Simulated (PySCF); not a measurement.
Cd(Me) (CH₃Cd), SMILES [Cd+][CH3], charge +1.

Geometry: B3LYP-D3(BJ)/def2-TZVP. The spin state was assumed, not searched. The isomer is the one that the SMILES or the coordinates give; other isomers of the formula were not compared. The def2 effective core potentials stand for the cores of Cd; spin–orbit coupling is left out.

Method: TDDFT-PBE/def2-TZVPD (PySCF 2.14.0).

Vertical excitations; the highest root listed may be one member of a degenerate set. The molecule is in vacuum. State labels are in the subgroup Cs.

| state | symmetry | energy (eV) | λ (nm) | f | main pairs |
|---|---|---|---|---|---|
| S1 | A' | 5.09 | 243 | 0.436 | HOMO→LUMO 100 % |
| S2 | A' | 6.04 | 205 | 0.004 | HOMO−1→LUMO (degenerate set) |
| S3 | A" | 6.04 | 205 | 0.004 | HOMO−2→LUMO (degenerate set) |
| S4 | A' | 7.51 | 165 | 0.281 | HOMO→LUMO+1 (degenerate set) |
| S5 | A" | 7.51 | 165 | 0.281 | HOMO→LUMO+2 (degenerate set) |
| S6 | A' | 8.88 | 140 | 0.001 | HOMO→LUMO+3 98 % |
| S7 | A' | 9.23 | 134 | 0.000 | HOMO−3→LUMO (degenerate set) |
| S8 | A" | 9.23 | 134 | 0.000 | HOMO−4→LUMO (degenerate set) |
| S9 | A" | 9.33 | 133 | 0.000 | HOMO−2→LUMO+1 50 %, HOMO−1→LUMO+2 50 % |
| S10 | A" | 9.36 | 132 | 0.001 | HOMO−1→LUMO+2 49 %, HOMO−2→LUMO+1 49 % |
| T1 | A' | 2.69 | 461 | 0 | HOMO→LUMO 100 % |
| T2 | A' | 5.54 | 224 | 0 | HOMO−1→LUMO (degenerate set) |
| T3 | A" | 5.54 | 224 | 0 | HOMO−2→LUMO (degenerate set) |
| T4 | A' | 6.34 | 196 | 0 | HOMO→LUMO+1 99 % |
Triplets are in the Tamm–Dancoff approximation, which puts them higher than full response would, so one can lie above its singlet here.
